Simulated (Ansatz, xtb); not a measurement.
**Isomers of C4H9BOS in order of energy**

3 gas-phase structures of C4H9BOS, from a drawn sample of its isomers (lower ones may exist). Each was relaxed with GFN2-xTB; where two conformers were screened, the lower at r2SCAN-D4/def2-SVP is listed:

A. `OB1CCCSC1`, a singlet
B. `CC[C@@H]1COBS1`, a singlet
C. `CCB1OCCS1`, a singlet

Task: Estimate their order in r2SCAN-D4/def2-SVP energy at these geometries, lowest first.

Result: Calculated order at r2SCAN-D4/def2-SVP: C (0.0), B (33.7), A (39.3) kJ/mol.

Energies above the lowest of each column, in kJ/mol; the last columns are at PBE-D3(BJ)/def2-SVP geometries:

| structure | GFN2-xTB | HF/STO-3G | r2SCAN-D4/def2-SVP | PBE-D3(BJ)/def2-SVP | CCSD(T)/def2-SVP + ΔMP2/def2-TZVPP |
| --- | --- | --- | --- | --- | --- |
| C | 40.3 | 0.0 | 0.0 | 0.0 | 0.0 |
| B | 0.0 | 28.8 | 33.7 | 29.4 | 28.7 |
| A | 104.9 | 93.1 | 39.3 | 36.1 | 30.9 |

CCSD(T)/def2-SVP + ΔMP2/def2-TZVPP puts C lowest; GFN2-xTB picks B. Flexible structures stand in one conformer each, not always the lowest. The ΔMP2 step shifts differences by up to 13.9 kJ/mol, which makes them less sure. ΔMP2 is the change of the MP2 energy from the smaller to the larger basis.

Programs: Ansatz 0.2.0, xtb 6.7.1.
